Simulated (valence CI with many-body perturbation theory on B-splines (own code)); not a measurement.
Values are calculated unless marked as measured or tabulated.
# Ta51+ in three bases

Method: relativistic CI+MBPT: four valence electrons over a frozen Dirac-Fock core [Ar], a basis of 7 s, 7 p, 8 d, 6 f, 4 g, 1 h functions for each j, with the one-electron correlation potential Σ1 (screened to all orders), the two-electron term Σ2, the three-electron term Σ3, Breit, model QED; selected single and double excitations, second order for the rest, scaled by the run's own slope (own B-spline code, finite nucleus).

No measured spectrum was set against this ion. As an estimate, large intervals hold to a few tenths of a per cent, small ones and those within an open d or f shell to about a per cent. The list stops below the first excitations out of the core. Only levels of the ground parity were solved; by the run's estimate the other parity begins above the list, which can be wrong where configurations are misplaced.

The reference run has the lowest level (3d3/2^4) J=0 and an ionisation energy of 4745.24 eV. Its largest variational space holds 17320 state functions.

Levels are named by their leading jj configuration (3d3/2^4 stands for four electrons in 3d with j = 3/2), which in mixed levels can hold well under half, so a name can repeat and another be missing. Letters in brackets count levels of one name in rising energy.

Changed runs:
A. basis 6 s, 6 p, 5 d, 5 f, 1 g
B. basis 5 s, 5 p, 4 d, 4 f

Excitation energies of the reference run in cm⁻¹, and shifts in cm⁻¹:

| Level | Reference | A | B |
| --- | --- | --- | --- |
| (3d3/2^3 3d5/2) J=1 | 481103 | -246 | -420 |
| (3d3/2^3 3d5/2) J=4 | 575858 | +20 | +304 |
| (3d3/2^3 3d5/2) J=2 | 599429 | -71 | +271 |
| (3d3/2^3 3d5/2) J=3 | 626686 | -19 | +411 |
| (3d3/2^2 3d5/2^2) J=0 [a] | 1031060 | -274 | -505 |
| (3d3/2^2 3d5/2^2) J=2 [a] | 1036530 | -234 | -135 |
| (3d3/2^2 3d5/2^2) J=4 [a] | 1053610 | -216 | -155 |
| (3d3/2^2 3d5/2^2) J=3 [a] | 1069720 | -249 | -115 |
| (3d3/2^2 3d5/2^2) J=5 | 1099150 | -85 | +281 |
| (3d3/2^2 3d5/2^2) J=6 | 1121720 | +18 | +559 |
| (3d3/2^2 3d5/2^2) J=1 | 1139510 | -96 | +363 |
| (3d3/2^2 3d5/2^2) J=3 [b] | 1165030 | -0.9 | +698 |
| Ionisation energy (eV) | 4745.24 | -0.08 | -0.14 |
